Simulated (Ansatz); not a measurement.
Total energies of Ge(vinyl)H3 (C₂H₆Ge) from Ansatz at PBE0-D4/def2-TZVPD, gas phase (1 Eh = 27.2114 eV = 2625.5 kJ/mol). The reference geometry is relaxed at PBE0-D4/def2-TZVP.

```csv
state,geometry,energy (Eh)
charge 0 singlet,reference,-2156.45236
charge -1 doublet,reference,-2156.40184
free Ge atom (triplet),–,-2076.65536
free C atom (triplet),–,-37.80543
free H atom (doublet),–,-0.50104
```

Work out the vertical electron affinity, to the doublet.

E(charge 0 singlet) − E(charge -1 doublet) = -2156.45236 − (-2156.40184) = -0.05052 Eh = -1.37 eV; negative, so the extra electron isn't bound.

What is the binding energy per atom against free atoms?

Atoms: 1 × (-2076.65536) + 2 × (-37.80543) + 6 × (-0.50104) = -2155.27246 Eh. Binding: -2155.27246 − (-2156.45236) = 1.17990 Eh = 32.11 eV, or 3.57 eV for each of 9 atoms (no zero-point energy, no counterpoise term).

At PBE0-D4/def2-TZVPD the highest occupied level of the charge -1 doublet lies above zero (up to 2.49 eV). By energy differences it is unbound by 1.37 eV (vertical, against the charge 0 singlet, at PBE0-D4/def2-TZVPD) and held by the finite basis.
